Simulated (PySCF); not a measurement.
Dipole response of In- (indium, charge -1)

[Kr] 4d10 5s2 5p2, high-spin 3P determinant. Computed with PySCF 2.14 in aug-cc-pVQZ-PP with ECP28MDF, with scalar relativity through the core potential. Coupled (time-dependent) response in atomic units; α is the mean over directions.

```json
{"method": "UHF", "mean α (bohr³)": "452.3", "α xx, yy, zz": "221.2, 568.0, 567.8", "C₆ (like pair)": "9797", "S(−4)": "178400"}
```

S(−4) is the Cauchy moment in α(ω) = α(0) + S(−4) ω² + …

Spin-orbit coupling is absent.

α(iu) at UHF:

```
u (hartree)  α(iu) (bohr³)
          0          452.3
     0.0500          262.5
      0.100          143.8
      0.200          62.24
      0.300          35.34
      0.500          16.61
      0.750          9.118
       1.00          6.021
       1.50          3.387
       2.00          2.235
       3.00          1.200
       5.00         0.5038
```

A single London oscillator, α(iu) = α/(1 + u²/ω²), gives C₆ = (3/4) ω α². Matching the computed C₆ needs ω = 4 × 9797 / (3 × 452.3²) = 0.0639 hartree.

For an ion, C₆ is the dispersion term alone; charge-induced terms of lower order in 1/R come first.

The components differ because the open shell of this determinant is not spherical; for a pure term their mean is the scalar polarisability.

Energies and moments cover only the electrons outside the core potential.
